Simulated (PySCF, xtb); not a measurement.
C₂H₅ClOSi₂, SMILES O[SiH2]C#C[SiH2]Cl.

GFN2-xTB run with xtb 6.7.1 at its own geometry gives an orbital gap of 4.57 eV and a dipole moment of 1.18 D.

The structure is a stationary point at B3LYP-D3(BJ)/def2-SVP. The structure was generated by enumeration, and PubChem lists no compound with its InChIKey, so it may never have been made. One conformer was computed; it need not be the lowest.

What does PBE/def2-TZVP (PySCF) give? (The exact figures need the calculation; the answer reports its results.)

gap 4.96 eV (levels -7.23 and -2.27 eV), dipole 0.18 D.
